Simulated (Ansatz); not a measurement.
An input meant for BCl2(SMe) (CH3BCl2S) (charge 0, singlet).

```yaml
crystal:
  periodic: [false, false, false]
  atoms:
    - {symbol: B, position_ang: [0.333436, 1.167533, -0.925313]}
    - {symbol: Cl, position_ang: [1.909251, 0.995731, -0.170285]}
    - {symbol: Cl, position_ang: [0.084715, 2.407596, -2.139119]}
    - {symbol: S, position_ang: [-1.054773, 0.127789, -0.516788]}
    - {symbol: C, position_ang: [-0.402851, -0.998229, 0.747293]}
    - {symbol: H, position_ang: [0.437198, -1.584078, 0.352606]}
    - {symbol: H, position_ang: [-1.226961, -1.672379, 1.013592]}
    - {symbol: H, position_ang: [-0.080025, -0.443964, 1.638004]}
basis:
  gaussian: {orbitals: def2-mTZVPP}
magnetization: {spin_polarized: true, initial_magnetization: 1}
hamiltonian: {xc: {name: PBEsol}}
scf: {omitted_lower_state_checks: [starts]}
output: {forces: true}
```

```sh
$ ansatz run in.yaml --threads 4 --pin off --events-out ev --progress --plain --max-ram 3916MiB
```

**Question.** Predict how Ansatz answers.

**Answer.** The program refused the input. The number of unpaired electrons doesn't fit the electron count.
```
Error: a molecule whose nuclei and cores have a total charge of 64 cannot have a net charge of 0 together with 1 unpaired electrons
```
